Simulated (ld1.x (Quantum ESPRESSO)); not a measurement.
**Plane-wave convergence, TM potential for rubidium**

| Item | Value |
| --- | --- |
| Element | rubidium |
| Generator | ld1.x (Quantum ESPRESSO) 7.5 |
| Type | norm-conserving Troullier–Martins (Kleinman–Bylander form) |
| Functional | PBEsol |
| Relativity | fully relativistic |
| Frozen core | [Ar] 3d10 |
| Valence charge | 9 |
| Reference configuration | 4s2 4p6 5s1 5p0 |
| Partial waves | 4p (bound): rc 2.40 bohr; 4d channel at 0.25 Ry: rc 2.55 bohr; 4s (bound): rc 1.75 bohr |
| Local potential | the s channel |
| Core correction | none |

Open shells are filled in proportion to 2j + 1 (rel_dist='average').

Occupied shells without a wave of their own: 5s. They enter only through the test configuration that unscreens the potential.

The pseudo-atom Hamiltonian at the reference potential is diagonalised in spherical Bessel functions j_l(qr) that vanish at 20 bohr, with q² up to the cutoff. All-electron valence levels (Ry): 4p1/2 -1.2182, 5p1/2 -0.0557, 4p3/2 -1.1532, 5p3/2 -0.0535, 4s -2.3441, 5s -0.1633.

Question: How do the lowest levels (Ry) of each channel move with the cutoff, and are there ghosts?

Answer:

| cutoff (Ry) | p1/2 #1 | p1/2 #2 | p1/2 #3 | p3/2 #1 | p3/2 #2 | d3/2 #1 | d5/2 #1 | d5/2 #2 | s #1 | s #2 | f #1 | f #2 | Σ f·Δε (mRy) |
| --- | --- | --- | --- | --- | --- | --- | --- | --- | --- | --- | --- | --- | --- |
| 8 | -1.1637 | -0.0525 | 0.0557 | -1.1123 | -0.0508 | 0.0092 | 0.0090 | 0.0839 | -2.1753 | -0.1567 | 0.0832 | 0.1996 | 620.6 |
| 15 | -1.2178 | -0.0559 | 0.0533 | -1.1529 | -0.0539 | 0.0053 | 0.0056 | 0.0780 | -2.2952 | -0.1631 | 0.0832 | 0.1995 | 103.9 |
| 25 | -1.2181 | -0.0561 | 0.0531 | -1.1531 | -0.0554 | 0.0046 | 0.0050 | 0.0771 | -2.3356 | -0.1667 | 0.0832 | 0.1995 | 17.9 |
| 35 | -1.2182 | -0.0561 | 0.0531 | -1.1532 | -0.0567 | 0.0046 | 0.0050 | 0.0771 | -2.3377 | -0.1668 | 0.0832 | 0.1995 | 13.2 |
| 50 | -1.2182 | -0.0561 | 0.0531 | -1.1532 | -0.0571 | 0.0046 | 0.0050 | 0.0771 | -2.3435 | -0.1671 | 0.0832 | 0.1995 | 1.3 |
| 70 | -1.2182 | -0.0561 | 0.0531 | -1.1532 | -0.0579 | 0.0046 | 0.0050 | 0.0771 | -2.3439 | -0.1671 | 0.0832 | 0.1995 | 0.5 |
| 400 | -1.2182 | -0.0561 | 0.0531 | -1.1532 | -0.0580 | 0.0046 | 0.0050 | 0.0771 | -2.3441 | -0.1671 | 0.0832 | 0.1995 | 0.0 |

Result: no extra level below or beside the all-electron valence levels (p1/2, p3/2, d3/2, d5/2, s, f tested); 10 mRy is reached at 40 Ry and 1 mRy at 55 Ry.
